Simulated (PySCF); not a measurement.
C7H11 (charge +1).
Geometry (GFN2-xTB, Å), atoms numbered from 1 in this order:
```
atom  x, y, z in Å
C1     2.6425   -0.8338   -0.6525
C2     1.6248    0.1607   -0.4567
C3     1.2602    1.4780   -0.2865
C4     0.2749    0.5075   -0.2807
C5    -1.1166    0.1384   -0.1487
C6    -1.8977    1.1727    0.6694
C7    -1.2761   -1.2908    0.3831
H8     2.8574   -1.2983    0.3155
H9     2.2925   -1.6337   -1.3063
H10    3.5664   -0.3976   -1.0289
H11    1.5377    2.5046   -0.2110
H12   -1.5046    0.1602   -1.1810
H13   -1.7884    2.1697    0.2519
H14   -2.9523    0.9151    0.6687
H15   -1.5514    1.1816    1.6994
H16   -0.7438   -2.0069   -0.2370
H17   -2.3279   -1.5596    0.3867
H18   -0.9064   -1.3615    1.4028
```

NICS is the negative of the GIAO shielding at a point without a nucleus: at the ring centre (0) and 1 Å above and below it (1); zz is the component along the ring normal. Level: GIAO PBE0/pcSseg-1 (PySCF, non-relativistic, gas phase) on the GFN2-xTB geometry, one conformer.

Ring bond lengths (Å), with Mayer bond orders in brackets: C2–C3 1.377 (1.22), C3–C4 1.383 (1.20), C4–C2 1.405 (1.14).

Give the NICS values of each ring in ppm.

```
    ring                                                          type  NICS(0)  NICS(1), two faces  NICS(1)zz, two faces  rms pucker (Å)  centre to ring atoms, mean (Å)
C2–C3–C4  3-membered carbocycle; bonds drawn aromatic by RDKit's count    -23.8       -14.8 / -14.2         -24.1 / -23.7            0.00                            0.80
```

What can be read from them?

- C2–C3–C4: mean NICS(1)zz -23.9 ppm, shielded. NICS(0) lies 9 ppm below the mean NICS(1).

What does the geometric index give? HOMA = 1 − mean of α(R − Ropt)² over the ring bonds, with Krygowski's 1993 parameters (CC: Ropt 1.388 Å, α 257.7 Å⁻²).

- C2–C3–C4: HOMA 0.96 = 1 − EN − GEO, with mean bond length 1.388 Å, EN = α(Ropt − mean)² = 0.000 and GEO = α × variance = 0.036.

The run took 22 s of wall time on one thread of an Arm Neoverse V1, shared host, and the process peaked at 0.85 GiB of memory. This is the whole shielding run at PBE0/pcSseg-1, SCF included.
